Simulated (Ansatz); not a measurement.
The cluster Li₅Al₂, relaxed as a doublet with UKS r2SCAN-D4/def2-TZVP in Ansatz, starting from the GFN2-xTB geometry. Force threshold 0.02 eV/Å.

The charge 0 doublet is spin-contaminated (final ⟨S²⟩ up to 0.85, 0.75 for a pure state). The relaxation made no stability test and no search for a lower SCF solution. The structure comes from a short search, and lower isomers may exist.

Start:

```xyz
7

Al    0.987   -0.160    1.277
Al    1.722   -2.384    0.242
Li    1.020   -0.050   -1.431
Li    0.246    2.259    0.133
Li   -1.593    0.911    1.280
Li   -1.405    0.857   -1.379
Li   -0.978   -1.432   -0.120
```

(1) Estimate the energy that the relaxation releases and the steps that it takes.

(2) Does the start keep its bonding?

(3) Predict the relaxed structure.

Answers

(1) 116.8 kJ/mol, in 20 steps; 72 s on 4 threads of Intel Xeon Platinum 8488C on a shared host. No frequencies were taken in this run, so the end may be a saddle point.

(2) Bonds lost: Li3–Li4, Li3–Li6, Li3–Li7, Li4–Li6, Li5–Li6, Li5–Li7, Li6–Li7 (atoms count from 1). Bonds formed: Al1–Li6, Al2–Li6 (atoms count from 1). Metal–metal contacts that move far: Li4–Li5 2.55 to 3.15 Å.

(3) 
Cartesian coordinates in Å:
```
Al 0.383 0.044 0.665
Al 0.902 -2.052 -0.786
Li 2.212 0.223 -1.251
Li 0.517 2.674 0.306
Li -1.803 1.102 1.746
Li -1.019 0.094 -1.542
Li -1.191 -2.084 0.863
```
Bond lengths (bridged metal pairs left out): 8 × Al–Li 2.61 to 2.98 Å; 1 × Al–Al 2.60 Å.
